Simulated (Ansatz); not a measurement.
C$_{3}$H$_{10}$BeSeSi (SMILES C[Si](C)(C)[Be][SeH]), singlet, at a GFN2-xTB geometry (such geometries of metal compounds can be far from the true shape); HF/def2-SVP run with Ansatz (an electronic-structure program).

The Ansatz input:
Ansatz 0.2 input:
```yaml
crystal:
  periodic: [false, false, false]
  atoms:
    - {symbol: Be, position_ang: [-0.21442663, 0.47108538, 0.28235960]}
    - {symbol: Se, position_ang: [-0.59968588, 2.43777682, 0.09937797]}
    - {symbol: H, position_ang: [-1.14115918, 3.05425912, 1.25942565]}
    - {symbol: Si, position_ang: [0.38794980, -1.62283613, -0.04527215]}
    - {symbol: C, position_ang: [-0.94714439, -2.71083318, -0.89060079]}
    - {symbol: C, position_ang: [0.86189193, -2.59873425, 1.53496373]}
    - {symbol: C, position_ang: [1.92356681, -1.77272066, -1.18736822]}
    - {symbol: H, position_ang: [-0.58781422, -3.72098874, -1.06660977]}
    - {symbol: H, position_ang: [-1.84081766, -2.78485448, -0.27822099]}
    - {symbol: H, position_ang: [-1.24453136, -2.29906952, -1.85046000]}
    - {symbol: H, position_ang: [0.02674911, -2.65804917, 2.22648374]}
    - {symbol: H, position_ang: [1.68543668, -2.12515917, 2.06085682]}
    - {symbol: H, position_ang: [1.16535468, -3.61568257, 1.30304780]}
    - {symbol: H, position_ang: [2.78785777, -1.27861755, -0.75373889]}
    - {symbol: H, position_ang: [1.74100457, -1.31657955, -2.15592792]}
    - {symbol: H, position_ang: [2.19376276, -2.81057762, -1.36130409]}
basis:
  gaussian:
    orbitals: def2-SVP
hamiltonian:
  xc: hf
```

It wrote (shortened):

```
Functional definition: HF
1562 factors; integrals over basis functions are off by at most 1.3e-3 eV
mean field evaluation 1: about -76797.2852 eV, gradient 3.6e1 eV
mean field evaluation 2: about -76797.3657 eV, gradient 3.6e1 eV
mean field evaluation 4: about -76801.5416 eV, gradient 3.4e0 eV
mean field evaluation 8: about -76801.5950 eV, gradient 1.7e-1 eV
mean field -76801.59517136 eV, -2822.4065645564 hartree, gradient 2.5e-5 eV, S^2 0.000000; 0 other end points of the search recorded, 0 dependent functions left out
reference -76801.59517136 eV, -2822.4065645564 hartree; 40, 40 occupied and 111, 111 virtual orbitals, 1562 factors
Total energy: -76801.59517136 eV, -2822.4065645564 hartree
```
